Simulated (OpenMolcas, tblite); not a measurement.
**CH7NOSi (SMILES OCN[SiH3]): the HOMO–LUMO gap, rung by rung**

The species is CH7NOSi (11 atoms), meant as a singlet with charge 0. SMILES: `OCN[SiH3]`. Geometry: relaxed at PBE0-D4/def2-TZVP. This is one conformer, not always the lowest.

Each level gives the HOMO–LUMO gap (eV). The values are calculated.

```tsv
level	kind	program	value (eV)	CPU time
GFN2-xTB	semi-empirical	tblite	5.58	under 2 s
HF/cc-pVDZ	Hartree–Fock	OpenMolcas	14.64	16 s
SVWN5/cc-pVDZ	LDA	OpenMolcas	5.43	54 s
PBE/cc-pVDZ	GGA	OpenMolcas	5.58	76 s
TPSS/cc-pVDZ	meta-GGA	OpenMolcas	5.96	1.7 min
BHLYP/cc-pVDZ	global hybrid	OpenMolcas	10.13	76 s
M06-2X/cc-pVDZ	hybrid meta-GGA	OpenMolcas	10.06	1.7 min
B2PLYP/cc-pVDZ	double hybrid	OpenMolcas	10.39	51 s
```

The values span 5.43 to 14.64 eV. Orbital gaps aren't excitation energies, and those of double hybrids come from the SCF part alone; they tend to grow with the share of exact exchange. CPU times are rough (shared hosts, several kinds of processor and program).
